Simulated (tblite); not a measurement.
Compound: bromotrifluorosilane, BrF3Si.
Atom-mapped SMILES: `[F:1][Si:2]([F:3])([F:4])[Br:5]`

Level: GFN2-xTB in tblite, geometry and Hessian alike; calculated harmonic values, unscaled, isolated species. The method is semi-empirical: single wavenumbers can be off by several per cent or more.

Harmonic wavenumbers (cm⁻¹): 144.9, 145.1, 226.7, 237.7, 238.0, 503.5, 871.0, 977.5, 977.9.

A = 4157, B = 1537, C = 1536 MHz; mass 163.890 u (most abundant isotopes); point group C3v, symmetry number 3.

Problem. Zero-point energy?

Solution. Half the sum of the wavenumbers: 2161 cm⁻¹ = 6.18 kcal/mol.

Problem. What is S at 298.15 K and 1 bar for an ideal gas of classical rigid rotors and harmonic oscillators?

Solution. Translation 41.22, rotation 25.70, vibration 12.03: S = 78.9 cal/(mol K).

Problem. And Cp and H(298.15 K) − H(0)?

Solution. Cp = 19.72 cal/(mol K), of which vibrations give 11.77 (their classical limit is 9 R = 17.9); H(298.15 K) − H(0) = 4.37 kcal/mol without the zero-point energy, 2.00 from vibrations.

Problem. Which modes carry the vibrational entropy at 298.15 K?

Solution. 144.9 cm⁻¹: 2.74; 145.1 cm⁻¹: 2.74; 226.7 cm⁻¹: 1.90; 237.7 cm⁻¹: 1.82; 238.0 cm⁻¹: 1.82; 503.5 cm⁻¹: 0.65 cal/(mol K); the other 3 give 0.36 together.

Problem. What must be added to the electronic energy to get the Gibbs energy at 298.15 K and 1 bar?

Solution. ZPE + [H(298.15 K) − H(0)] − T·S = 6.18 + 4.37 − 23.54 = -12.99 kcal/mol.

Problem. How do the functions run with temperature in this model?

Solution. 
```csv
T (K),S (cal/(mol K)),Cp (cal/(mol K)),H − H(0) (kcal/mol),G − H(0) (kcal/mol),ln q(vib)
50,53.1,9.4,0.41,-2.24,0.03
100,60.9,13.3,0.99,-5.10,0.37
373.15,83.5,21.1,5.91,-25.26,3.49
500,89.9,22.6,8.68,-36.28,4.77
750,99.4,24.2,14.56,-60.01,6.90
1000,106.5,24.8,20.70,-85.79,8.66
```

q(vib) and H(0) count from the zero-point level.

Problem. Blend soft modes into free rotors: weight 1/[1 + (100 cm⁻¹/ν̃)⁴] for the oscillator and the rest for a rotor with moment μB/(μ + B), μ = h/(8π²ν), B = 10⁻⁴⁴ kg m². What vibrational entropy results?

Solution. 11.95 cal/(mol K) in place of 12.03, which changes −T·S at 298.15 K by +0.02 kcal/mol.

Hindered rotation and anharmonicity are outside this model.
